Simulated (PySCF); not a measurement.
Question: Write a Z-matrix for Mo(NH)2(CH2SiH3)2 (`[NH]=[Mo](=[NH])([CH2][SiH3])[CH2][SiH3]`) as optimised with PBE0-D3(BJ)/def2-SVP. (Singlet state.)

Answer: 
Z-matrix in Å and degrees, rows numbered from 1:
```
Mo
N   1  1.7232
H   2  1.0185  1  153.22
N   1  1.7212  2  112.21  3    -0.08
H   4  1.0186  1  153.63  2    -0.15
C   1  2.1036  2  107.58  3  -117.26
Si  6  1.8771  1  116.78  2    61.34
H   6  1.1067  1  106.10  2  -177.28
H   6  1.1062  1  106.83  2   -61.05
H   7  1.4947  6  110.57  1   -61.74
H   7  1.4948  6  110.52  1    58.62
H   7  1.4997  6  111.36  1   178.39
C   1  2.1037  2  107.50  3   117.08
Si 13  1.8771  1  116.79  2   -60.02
H  13  1.1064  1  106.59  2    62.09
H  13  1.1064  1  106.23  2   178.31
H  14  1.4949 13  110.57  1   -58.40
H  14  1.4947 13  110.50  1    61.93
H  14  1.4997 13  111.37  1  -178.16
```

Mo1 (molybdenum bonded to 2 C and 2 N) is distorted tetrahedral (angles from 106.8° to 116.1°). N2 (nitrogen bonded to Mo and H) is bent (angle 153.2°). Si7 (silicon bonded to C and 3 H) is tetrahedral (angles from 107.8° to 111.4°).

Level of theory: PBE0-D3(BJ)/def2-SVP geometry optimisation, gas phase, def2 core potentials past Kr (PySCF 2.14.0).

Point group: near C2v, missed by 0.14 Å at most; the miss may be what the optimiser left on a soft mode (Cs holds within 0.08 Å). Not checked by PBE0-D3(BJ)/def2-SVP frequencies. Torsions: N4–Mo1–N2–H 0°, N2–Mo1–N4–H 0°, N2–Mo1–C6–Si7 61°, N2–Mo1–C13–Si14 -60°.
